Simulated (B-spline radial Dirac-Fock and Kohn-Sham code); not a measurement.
## Elastic scattering of 51 keV electrons by atomic hydrogen

Level of theory: relativistic (Dirac) partial waves in the static field of the Dirac-Fock atom with Furness-McCarthy exchange, without polarisation or absorption potentials; a radial finite-basis atomic code.

| θ (°) | dσ/dΩ (a₀²/sr) |
| --- | --- |
| 5 | 0.00525 |
| 10 | 0.000338 |
| 15 | 6.72e-05 |
| 20 | 2.14e-05 |
| 25 | 8.84e-06 |
| 30 | 4.31e-06 |
| 35 | 2.36e-06 |
| 40 | 1.40e-06 |
| 45 | 8.90e-07 |
| 50 | 5.95e-07 |
| 55 | 4.15e-07 |
| 60 | 3.00e-07 |
| 65 | 2.23e-07 |
| 70 | 1.71e-07 |
| 75 | 1.33e-07 |
| 80 | 1.06e-07 |
| 85 | 8.66e-08 |
| 90 | 7.15e-08 |
| 95 | 6.00e-08 |
| 100 | 5.10e-08 |
| 105 | 4.40e-08 |
| 110 | 3.84e-08 |
| 115 | 3.39e-08 |
| 120 | 3.03e-08 |
| 125 | 2.73e-08 |
| 130 | 2.49e-08 |
| 135 | 2.29e-08 |
| 140 | 2.13e-08 |
| 145 | 1.99e-08 |
| 150 | 1.88e-08 |
| 155 | 1.79e-08 |
| 160 | 1.73e-08 |
| 165 | 1.68e-08 |
| 170 | 1.64e-08 |
| 175 | 1.62e-08 |

The total elastic cross section is 0.00225 a₀², the first transport cross section 4.07e-06 a₀² and the second, weighted with (3/2) sin²θ, 1.08e-05 a₀². The mean deflection is ⟨1 − cos θ⟩ = 0.00180, and 0.0096 % of the collisions scatter beyond 90°.

Values without a named source are computed, but for edge energies of neutral atoms, which are taken from tables.
